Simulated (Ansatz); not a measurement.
System: C$_{5}$H$_{10}$Cl (charge 0, doublet). It need not be the lowest isomer of its formula. SMILES: [CH2]CC[C@H](C)Cl
Structure (B3LYP-D3(BJ)/def2-TZVP (Ansatz, a first-principles code) minimum search):
```xyz
16

C     -2.8713    -0.9650     0.5484
C     -1.7072    -0.4594    -0.2202
C     -0.3663    -0.7639     0.4468
C      0.8519    -0.2641    -0.3109
C      2.1636    -0.7040     0.3084
Cl     0.8277     1.5641    -0.3994
H     -3.8315    -1.1055     0.0723
H     -2.8227    -1.0619     1.6251
H     -1.7871     0.6292    -0.3578
H     -1.7172    -0.8754    -1.2348
H     -0.2566    -1.8487     0.5512
H     -0.3504    -0.3477     1.4580
H      0.7999    -0.5750    -1.3541
H      3.0133    -0.3155    -0.2511
H      2.2398    -0.3553     1.3390
H      2.2181    -1.7956     0.3084
```
Charge 0, spin multiplicity 2.

Quantity: atomisation energy (electronic, to ground-state atoms), in kcal/mol. Correlated levels leave the core frozen unless marked. UHF or UKS for open shells. No spin-orbit coupling. No relativistic terms. The coupled-cluster limit lacks core correlation, which all-electron functionals hold. CBS(X,Y): correlation extrapolated as X^-3; Hartree-Fock from the larger set. [CCSD(T)-MP2]/basis is that difference in the basis named.

```csv
level,program,atomisation energy (kcal/mol)
HF/cc-pV(Q+d)Z,Ansatz,1112.9
PBE/def2-TZVPD,Ansatz,1491.5
PBE-D4/def2-TZVPD,Ansatz + dftd4,1499.4
revPBE-D3(BJ)/def2-TZVPD,Ansatz + dftd3,1463.9
```

Problem. Predict the RI-MP2/CBS(cc-pV(T+d)Z,cc-pV(Q+d)Z)+[CCSD(T)-MP2]/cc-pV(T+d)Z result (Ansatz).

Solution. 1468.5 kcal/mol
